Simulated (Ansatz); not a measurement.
Problem. Name a neutral molecule of Al, C, F, Ge and H with LUMO energy (B3LYP/def2-TZVPP) between -1.75 and -1.45 eV and HOMO–LUMO gap (PBE/def2-TZVPP) between 4.25 and 4.55 eV (Ansatz, PBE0-D4/def2-TZVP geometry).

Solution. `[CH3][Al]([F])[GeH3]` (-1.55 eV, 4.37 eV). Other molecules can fit too; these were computed, each in one conformer that needn't be the lowest.

B3LYP here is the variant with VWN-RPA as its local correlation; programs differ in this.
